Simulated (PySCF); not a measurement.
Question: Write Cartesian coordinates for `O=CN1CCCC1` (N-formylpyrrolidine) as optimised with GFN2-xTB.

Answer: 
```xyz
16
C5H9NO angstrom
O      2.723    1.390    0.136
C      2.185    0.336   -0.111
N      0.870    0.108   -0.033
C     -0.074    1.143    0.358
C     -1.431    0.564   -0.028
C     -1.217   -0.939    0.156
C      0.208   -1.140   -0.358
H      2.746   -0.563   -0.432
H     -0.005    1.314    1.438
H      0.168    2.077   -0.150
H     -2.238    0.953    0.589
H     -1.652    0.785   -1.073
H     -1.273   -1.196    1.214
H     -1.941   -1.541   -0.389
H      0.211   -1.298   -1.444
H      0.713   -1.985    0.116
```

Any rigid rotation of these coordinates is as good. Atoms count from 1 in this order. N3 (amide nitrogen) is planar (angles 125.6°, 122.2° and 112.1°, sum 360.0°, 0.01 Å off the plane of its three neighbours). All 3 C–C bonds measure 1.525 to 1.529 Å. The 5-membered ring N3–C4–C5–C6–C7 has internal angles of 102.6° to 112.1° (sum 525°, against 540° for a flat polygon); it is puckered, 0.17 Å rms from its mean plane, widest ring torsion 39°. The 3 C–N bonds span 1.337 Å (C2–N3, drawn single) to 1.454 Å (N3–C4, drawn single), a spread of 0.117 Å.

Bonds between heavy atoms (Å): O1=C2 1.209, C2–N3 1.337, N3–C4 1.454, C4–C5 1.525, C5–C6 1.529, C6–C7 1.528, N3–C7 1.450.

The geometry is computed with GFN2-xTB (gas phase).

Point group: C1 (no symmetry element, even within 0.4 Å). Not checked by GFN2-xTB frequencies. The numbers are those of one conformer (O1–C2–N3–C4 1°, C2–N3–C4–C5 166°, N3–C4–C5–C6 31°, C4–C5–C6–C7 -39°, C5–C6–C7–N3 32°).
